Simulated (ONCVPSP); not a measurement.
## Before and after: ONCV potential for iridium (Ir)

| Quantity | Value |
| --- | --- |
| Element | Ir (Z = 77) |
| Generator | ONCVPSP 4.0.1 |
| Type | optimised norm-conserving Vanderbilt (ONCV) |
| Functional | PW91 |
| Relativity | scalar-relativistic |
| Frozen core | [Kr] 4d10 4f14 |
| Valence charge | 17 |
| Reference configuration | 5s2 5p6 5d7 6s1.5 (charge +0.5) |
| Partial waves | 5s+6s: rc 1.60 bohr, ncon 3, nbas 6, qcut 7.8 1/bohr, 2 projectors; 5p: rc 1.30 bohr, ncon 5, nbas 8, qcut 5.7 1/bohr, 3 projectors, debl 2.7 Ha; 5d: rc 1.55 bohr, ncon 3, nbas 7, qcut 5.9 1/bohr, 1 projector; f scattering state at 0.33 Ha: rc 1.30 bohr, ncon 4, nbas 7, qcut 9.9 1/bohr, 2 projectors, debl 2.3 Ha |
| Local potential | polynomial inside 1.05 bohr (lpopt 5, dvloc0 0 Ha) |
| Core correction | Teter function, fcfact 4.5, rcfact 1.1 |

Change: s: rc 2.24.

Cutoffs: the cutoffs (Ha) at which the residual kinetic energy of the hardest occupied pseudo-wave falls to 1 and 0.1 mHa per electron; they do not see the model core or the augmentation charge, which bear on the density cutoff. Errors are all-electron minus pseudo energies relative to the spin-unpolarised reference configuration.

**Question.** Predict the effect on cutoff, ghosts and configuration errors.

**Answer.** The potential gets neither clearly harder nor softer (104 Ha and 121 Ha → 104 Ha and 121 Ha); both files keep a bound ghost (f); the lowest positive-energy flag moves from s at 75.1 eV to s at 26.2 eV; of the 4 tests that both files solve, the error grows in 2 and shrinks in 1 by more than 15 % and 0.3 meV (median size 1.7 → 1.9 meV).

| quantity | base | changed |
| --- | --- | --- |
| cutoff, loose | 104 Ha | 104 Ha |
| cutoff, tight | 121 Ha | 121 Ha |
| loose cutoff by channel | s 22 Ha, p 104 Ha, d 17 Ha | s 12 Ha, p 104 Ha, d 17 Ha |
| bound ghosts | f | f |
| GHOST(+) flags under 300 eV | s at 75.1 eV | s at 26.2 eV |
| error for 5s2 5p6 5d7 6s2, meV [ΔE -4.07 eV] | +1.3 | +1.2 |
| error for 5s2 5p6 5d7 6s1, meV [ΔE 5.88 eV] | -2.2 | -2.7 |
| error for 5s2 5p6 5d7 6s0, meV [ΔE 23.44 eV] | -10 | -16 |
| error for 5s2 5p6 5d6 6s2 6p1, meV [ΔE 3.10 eV] | +1.2 | +0.2 |
| p: phases at 1.32 bohr within 0.05 rad from the reference energy up to (Ha; the scan ends near 5) | to the end of the scan | to the end of the scan |
| d: phases at 1.58 bohr within 0.05 rad from the reference energy up to (Ha; the scan ends near 5) | 3.3 | 3.3 |
| f: phases at 1.32 bohr within 0.05 rad from the reference energy up to (Ha; the scan ends near 5) | to the end of the scan | to the end of the scan |
| rms error of d²Exc/dni dnj with the model core, mHa | 2.20 | 2.47 |

 A true bound ghost makes a file unfit for plane-wave use even where its test errors are small: the radial tests pick states by their node count and pass the ghost by.
